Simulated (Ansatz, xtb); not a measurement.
## Two isomers of C6H10F+

We compare X, `CC/C=C/[C+](C)F`, a singlet, with Y, `C[C+]1CCC[C@@H]1F`, a singlet. Both are isolated ions in the gas phase, relaxed with B3LYP-D3(BJ)/def2-SVP; the shapes shown needn't be the lowest conformers.

X (Å):

```csv
atom,x (Å),y (Å),z (Å)
C,-1.6085,-2.9016,0.1677
C,-1.4606,-1.3650,0.0704
C,-0.3107,-0.8575,0.8265
C,-0.3532,0.1682,1.7505
C,0.7936,0.5982,2.4254
C,0.8743,1.6691,3.4224
F,1.9215,0.0061,2.1659
H,-1.8379,-3.2087,1.1981
H,-0.6937,-3.4178,-0.1598
H,-2.4348,-3.2228,-0.4812
H,-1.2444,-1.1172,-0.9922
H,-2.3878,-0.8419,0.3468
H,0.6575,-1.3402,0.6382
H,-1.2921,0.6762,1.9819
H,1.2818,1.2522,4.3627
H,-0.0964,2.1435,3.6047
H,1.6135,2.4193,3.0841
```

Y (Å):

| atom | x (Å) | y (Å) | z (Å) |
| --- | --- | --- | --- |
| C | -1.8680 | -0.4394 | 2.5339 |
| C | -0.6394 | -0.3680 | 1.7667 |
| C | 0.7203 | -0.1660 | 2.2570 |
| C | 1.6423 | -0.1615 | 1.0198 |
| C | 0.7038 | 0.2968 | -0.1102 |
| C | -0.6015 | -0.4129 | 0.2926 |
| F | -1.7471 | -0.0514 | -0.3220 |
| H | -2.4873 | 0.4322 | 2.2274 |
| H | -2.4750 | -1.2973 | 2.1840 |
| H | -1.7295 | -0.4589 | 3.6212 |
| H | 0.6275 | 0.8736 | 2.6674 |
| H | 0.9937 | -0.7695 | 3.1398 |
| H | 2.0138 | -1.1810 | 0.8287 |
| H | 2.5163 | 0.4879 | 1.1518 |
| H | 1.0303 | 0.0091 | -1.1169 |
| H | 0.5401 | 1.3867 | -0.0940 |
| H | -0.4253 | -1.5145 | 0.1405 |

Quicker runs give these differences E(Y) − E(X): GFN2-xTB −11.1 kcal/mol; HF/STO-3G −9.9 kcal/mol (at GFN2-xTB geometries); r2SCAN-D4/def2-SVP +4.7 kcal/mol (at GFN2-xTB geometries).

Question: Estimate which is lower in electronic energy at CCSD(T)/def2-SVP + ΔMP2/def2-TZVPP, and by roughly how much.

Answer: The CCSD(T)/def2-SVP + ΔMP2/def2-TZVPP calculation puts structure X lower, by 4.1 kcal/mol.

How the difference moves with the method:

| level | geometry | E(Y) − E(X) (kcal/mol) | departure from the last row (kcal/mol) | job, with rough time for the two |
| --- | --- | --- | --- | --- |
| GFN2-xTB | GFN2-xTB | −11.1 | −15.2 | optimisation, 0.88 s |
| HF/STO-3G | GFN2-xTB | −9.9 | −14.0 | single point, 1.3 s |
| r2SCAN-D4/def2-SVP | GFN2-xTB | +4.7 | +0.7 | single point, 7.5 s |
| B3LYP-D3(BJ)/def2-SVP | B3LYP-D3(BJ)/def2-SVP | +7.0 | +2.9 | optimisation, 2.2 min |
| HF/def2-SVP | B3LYP-D3(BJ)/def2-SVP | +7.6 | +3.6 | part of the CCSD(T) run |
| MP2/def2-SVP | B3LYP-D3(BJ)/def2-SVP | +5.4 | +1.4 | part of the CCSD(T) run |
| CCSD(T)/def2-SVP | B3LYP-D3(BJ)/def2-SVP | +5.6 | +1.5 | single point |
| CCSD(T)/def2-SVP + ΔMP2/def2-TZVPP | B3LYP-D3(BJ)/def2-SVP | +4.1 |  | single point, 2.5 min |

As drawn, Y has 2 C–C in place of 1 C=C. Structure X has no ring, Y a 5-membered ring.

GFN2-xTB, HF/STO-3G put the two in the other order. The largest departure from CCSD(T)/def2-SVP + ΔMP2/def2-TZVPP is that of GFN2-xTB, 15.2 kcal/mol. The last row adds to CCSD(T) the change of the MP2 difference between the two basis sets, here −1.5 kcal/mol.

With thermal terms from frequencies at re-optimised GFN2-xTB minima (ideal gas, soft modes damped towards free rotors, one conformer each, 298.15 K, 1 atm): the zero-point term adds +1.1 kcal/mol; ΔH is +4.2 and ΔG +6.7 kcal/mol.

The correlated steps freeze 7 core orbitals. Mirror images aren't counted in ΔG. Codes used: Ansatz 0.2.0, xtb 6.7.1; the last row on 2 threads of Intel(R) Xeon(R) Processor @ 2.70GHz on a shared host.
